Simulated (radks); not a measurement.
Values are calculated unless marked as measured or tabulated.
Question: All-electron atom: neutral palladium in [Kr] 4d(3/2: 4, 5/2: 5) 5p(1/2: 1, 3/2: 0) (not the ground configuration). Code: a radial shooting solver on a logarithmic mesh with Libxc functionals. Model: Dirac Kohn-Sham, relativistic LDA (MacDonald-Vosko exchange, VWN5 correlation), spin-unpolarised, spherical densities, finite nucleus; Fermi nuclear charge, rms radius 4.5318 fm. Some entries of the table are withheld. Estimate them.

orbital,occ.,eigenvalue (hartree),<r^2> (bohr^2)
1s1/2,2,-882.7936,0.001381
2s1/2,2,-129.1955,0.02263
2p1/2,2,(1),0.01692
2p3/2,4,(2),0.01825
3s1/2,2,(3),(4)
3p1/2,2,-19.79379,0.1611
3p3/2,4,-18.78071,0.1704
3d3/2,4,-12.27456,(5)
3d5/2,6,-12.07158,(6)
4s1/2,2,-3.31113,1.015
4p1/2,2,(7),1.191
4p3/2,4,(8),1.268
4d3/2,4,-0.32588,2.674
4d5/2,5,-0.30830,2.773
5p1/2,1,-0.06993,24.56
5p3/2,0,-0.06436,26.71

Answer: 
(1) 2p1/2 eigenvalue (hartree): -120.0369
(2) 2p3/2 eigenvalue (hartree): -114.2302
(3) 3s1/2 eigenvalue (hartree): -23.43708
(4) 3s1/2 <r^2> (bohr^2): 0.1657
(5) 3d3/2 <r^2> (bohr^2): 0.1514
(6) 3d5/2 <r^2> (bohr^2): 0.1542
(7) 4p1/2 eigenvalue (hartree): -2.17752
(8) 4p3/2 eigenvalue (hartree): -2.01211
